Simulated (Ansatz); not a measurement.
Calculated with Ansatz (gas phase, PBE0-D4/def2-TZVP geometries, no zero-point term in ΔE). CCSD(T)/CBS is the MP2 limit (def2-TZVPP, def2-QZVPP) plus CCSD(T) − MP2 in def2-TZVPP, frozen cores. DFT in def2-TZVPP. B3LYP here is the variant with VWN-RPA as its local correlation; programs differ in this. HSE06 is defined as in plane-wave codes. Open shells (•) are unrestricted, without spin–orbit coupling. def2 core potentials past Kr. For Ge, In outer-core shells are correlated without core-valence functions, which leaves a few kJ/mol of doubt a bond. Scalar relativity is left out up to krypton.

Consider the homolysis of the Ge–In bond: `[Cl][InH][GeH3]` → `[GeH3]`• + `[Cl][InH]`•.

`[Cl][InH][GeH3]`:

```xyz
7

Cl    0.117    1.645   -2.556
In   -1.019    0.562   -0.803
Ge    0.641   -0.566    0.834
H    -2.719    0.732   -0.954
H     1.483   -1.600    0.071
H     1.581    0.500    1.419
H    -0.084   -1.274    1.990
```

`[GeH3]`•:

Z-matrix (Å, degrees):
```
Ge
H 1 1.539
H 1 1.539 2 111.1
H 1 1.539 2 111.1 3 124.3
```

`[Cl][InH]`•:

```xyz
3

Cl    1.879    0.228   -0.216
In   -0.377    0.482    0.445
H    -1.502   -0.710   -0.229
```

```json
{"level": "LDA (SPW92)", "ΔE (kJ/mol)": "288.4", "difference from CCSD(T)/CBS": "14.6"}
{"level": "PBE-D4", "ΔE (kJ/mol)": "248.0", "difference from CCSD(T)/CBS": "-25.8"}
{"level": "revPBE-D4", "ΔE (kJ/mol)": "233.5", "difference from CCSD(T)/CBS": "-40.3"}
{"level": "r2SCAN-D4", "ΔE (kJ/mol)": "241.7", "difference from CCSD(T)/CBS": "-32.1"}
{"level": "B97M-V", "ΔE (kJ/mol)": "256.6", "difference from CCSD(T)/CBS": "-17.2"}
{"level": "PBE0-D4", "ΔE (kJ/mol)": "252.6", "difference from CCSD(T)/CBS": "-21.2"}
{"level": "B3LYP-D4", "ΔE (kJ/mol)": "241.3", "difference from CCSD(T)/CBS": "-32.5"}
{"level": "r2SCANh-D4", "ΔE (kJ/mol)": "242.2", "difference from CCSD(T)/CBS": "-31.6"}
{"level": "r2SCAN0-D4", "ΔE (kJ/mol)": "243.1", "difference from CCSD(T)/CBS": "-30.7"}
{"level": "HSE06-D4", "ΔE (kJ/mol)": "252.0", "difference from CCSD(T)/CBS": "-21.8"}
{"level": "BHLYP-D4", "ΔE (kJ/mol)": "247.2", "difference from CCSD(T)/CBS": "-26.6"}
{"level": "CAM-B3LYP-D4", "ΔE (kJ/mol)": "249.2", "difference from CCSD(T)/CBS": "-24.6"}
{"level": "ωB97X-V", "ΔE (kJ/mol)": "269.2", "difference from CCSD(T)/CBS": "-4.6"}
{"level": "ωB97M-V", "ΔE (kJ/mol)": "258.4", "difference from CCSD(T)/CBS": "-15.4"}
{"level": "B2PLYP", "ΔE (kJ/mol)": "246.1", "difference from CCSD(T)/CBS": "-27.7"}
{"level": "PBE-QIDH", "ΔE (kJ/mol)": "261.2", "difference from CCSD(T)/CBS": "-12.6"}
{"level": "PBE", "ΔE (kJ/mol)": "242.2", "difference from CCSD(T)/CBS": "-31.6"}
{"level": "revPBE", "ΔE (kJ/mol)": "223.9", "difference from CCSD(T)/CBS": "-49.9"}
{"level": "BLYP", "ΔE (kJ/mol)": "220.5", "difference from CCSD(T)/CBS": "-53.3"}
{"level": "r2SCAN", "ΔE (kJ/mol)": "240.2", "difference from CCSD(T)/CBS": "-33.6"}
{"level": "PBE0", "ΔE (kJ/mol)": "247.3", "difference from CCSD(T)/CBS": "-26.5"}
{"level": "B3LYP", "ΔE (kJ/mol)": "232.0", "difference from CCSD(T)/CBS": "-41.8"}
{"level": "r2SCAN0", "ΔE (kJ/mol)": "241.2", "difference from CCSD(T)/CBS": "-32.6"}
{"level": "HSE06", "ΔE (kJ/mol)": "246.8", "difference from CCSD(T)/CBS": "-27.0"}
{"level": "BHLYP", "ΔE (kJ/mol)": "237.0", "difference from CCSD(T)/CBS": "-36.8"}
{"level": "CAM-B3LYP", "ΔE (kJ/mol)": "243.5", "difference from CCSD(T)/CBS": "-30.3"}
{"level": "LC-ωPBE", "ΔE (kJ/mol)": "254.1", "difference from CCSD(T)/CBS": "-19.7"}
{"level": "RPA@PBE/def2-TZVPP", "ΔE (kJ/mol)": "246.8", "difference from CCSD(T)/CBS": "-27.0"}
{"level": "HF/def2-SVP", "ΔE (kJ/mol)": "176.7", "difference from CCSD(T)/CBS": "-97.1"}
{"level": "MP2/def2-SVP", "ΔE (kJ/mol)": "249.6", "difference from CCSD(T)/CBS": "-24.2"}
{"level": "CCSD/def2-SVP", "ΔE (kJ/mol)": "242.2", "difference from CCSD(T)/CBS": "-31.6"}
{"level": "CCSD(T)/def2-SVP", "ΔE (kJ/mol)": "245.8", "difference from CCSD(T)/CBS": "-28.0"}
{"level": "MP2/def2-TZVPP", "ΔE (kJ/mol)": "268.5", "difference from CCSD(T)/CBS": "-5.3"}
{"level": "SCS-MP2/def2-TZVPP", "ΔE (kJ/mol)": "264.8", "difference from CCSD(T)/CBS": "-9.0"}
{"level": "CCSD/def2-TZVPP", "ΔE (kJ/mol)": "253.5", "difference from CCSD(T)/CBS": "-20.3"}
{"level": "CCSD(T)/def2-TZVPP", "ΔE (kJ/mol)": "259.6", "difference from CCSD(T)/CBS": "-14.2"}
{"level": "MP2/def2-QZVPP", "ΔE (kJ/mol)": "276.3", "difference from CCSD(T)/CBS": "2.5"}
{"level": "SCS-MP2/def2-QZVPP", "ΔE (kJ/mol)": "272.7", "difference from CCSD(T)/CBS": "-1.1"}
{"level": "HF/CBS(def2)", "ΔE (kJ/mol)": "172.5", "difference from CCSD(T)/CBS": "-101.3"}
{"level": "CCSD/CBS(def2)", "ΔE (kJ/mol)": "267.6", "difference from CCSD(T)/CBS": "-6.2"}
{"level": "CCSD(T)/CBS", "ΔE (kJ/mol)": "273.8", "difference from CCSD(T)/CBS": "0"}
```

**Question.** What do rigid-rotor, harmonic-oscillator terms from PBE0-D4/def2-TZVP frequencies (298.15 K, 1 bar) make of the CCSD(T)/CBS value? (An estimate is asked.)

**Answer.** Computed: ΔZPE = -12.3 kJ/mol, ΔH = +263.4 kJ/mol, ΔS = 140 J/(mol·K), ΔG = +221.6 kJ/mol. Open shells count their whole term as degenerate. Modes under 50 cm⁻¹ make the entropy rough.

Largest T1 diagnostic among the species: 0.018.

Leaving LDA and LC-ωPBE aside and taking each functional with its dispersion term where it has one, the values, not all of them listed here, spread over 37.8 kJ/mol, from BLYP-D4 to ωB97X-V. LDA lies +46.2 kJ/mol from PBE without D4, its usual overbinding. The D4 term adds +9.4 kJ/mol with B3LYP and +5.3 kJ/mol with PBE0; it sums over pairs of atoms, weighted by their polarisabilities, and B3LYP, whose exchange is more repulsive, gets the larger term. From PBE to PBE0 (25 % exact exchange), in def2-TZVPP and without D4, ΔE moves by +5.1 kJ/mol.
